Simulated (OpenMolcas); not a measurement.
## 3s2 3p4 along the 16-electron sequence

- Program: OpenMolcas
- Method: CASSCF
- Basis: ANO-RCC-VQZP
- Scalar Hamiltonian: DKH2, point nucleus
- Spin-orbit coupling: state interaction with AMFI integrals over the reference wave functions, term energies averaged over their components

Active space for each ion: 4 electrons in 3 orbitals (3p).

Computed levels in cm-1 above 3P2:

```
                               Level      S    Cl+   Ar2+
                                 3P1    371    647   1039
                                 3P0    545    940   1492
                                 1D2  11729  14422  16986
                                 1S0  28879  35417  41522
weight of 3P in the lowest level (%)    100    100    100
```

Measured, with the error of the calculation in %. Measured levels: S, Cl+ from NIST Handbook of Basic Atomic Spectroscopic Data; Ar2+ from Saloman, J. Phys. Chem. Ref. Data 39, 033101 (2010).

```json
{"Level": "3P1", "S": "396 (-6.3)", "Cl+": "696 (-7.1)", "Ar2+": "1112 (-6.6)"}
{"Level": "3P0", "S": "574 (-5.1)", "Cl+": "996 (-5.7)", "Ar2+": "1570 (-5.0)"}
{"Level": "1D2", "S": "9239 (+27.0)", "Cl+": "11654 (+23.8)", "Ar2+": "14010 (+21.2)"}
{"Level": "1S0", "S": "22180 (+30.2)", "Cl+": "27878 (+27.0)", "Ar2+": "33266 (+24.8)"}
```

The fine-structure level 3P0 changes by a factor of 2.74 from S to Ar2+. Its fourth root runs 4.83, 5.54, 6.22, with steps per unit of Z of 0.71, 0.68; equal steps would mean a (Z - σ)^4 law with constant σ.

1D2 changes by a factor of 1.45 over the same range, with steps per unit of Z of +2690, +2560 cm-1.

With the s shell closed, the reference lacks s² → p² mixing. Without dynamic correlation excited terms often stand tens of per cent too high (terms of higher spin than the ground term too low), and those without a measured partner can miss by more than the paired ones (holds for S; Cl+). Measured partners are found by configuration, term and J. A level has none where our copy of the source lacks it or the pairing is in doubt (some pairs that miss far off the trend of their configuration count as doubtful), and it then counts in no deviation. Only configurations of the active space appear.
